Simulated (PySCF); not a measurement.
# Relaxation of singlet RuO₄

Method: PySCF, PBE, basis Ru def2-TZVP with ECP28, O def2-TZVP (scalar-relativistic core potentials, no spin–orbit coupling, density fitting). A (50,194) grid was used.

A hand-made tetrahedral start, of Td symmetry, held to at least that symmetry:

```xyz
5
charge 0 multiplicity 1, angstrom
Ru    0.0000    0.0000    0.0000
O     0.9873    0.9873    0.9873
O    -0.9873    0.9873   -0.9873
O     0.9873   -0.9873   -0.9873
O    -0.9873   -0.9873    0.9873
```

Optimiser trace:
```tsv
step	E − E(last) (kJ/mol)	largest gradient (Eh/bohr)
0	2.37	0.00860
1	0.18	0.00249
2	0.00	0.00012
3	0.00	0.00000
```

It ends at Td with Ru–O 1.694 Å (×4); O–Ru–O 109.5° (×6). A frequency run shows a minimum. Other isomers or separated fragments may lie lower.

The relaxation took 13 s on 4 threads of a shared Arm Neoverse V1 host, with 164 basis functions and 4 gradients; the process peaked at 0.93 GiB.
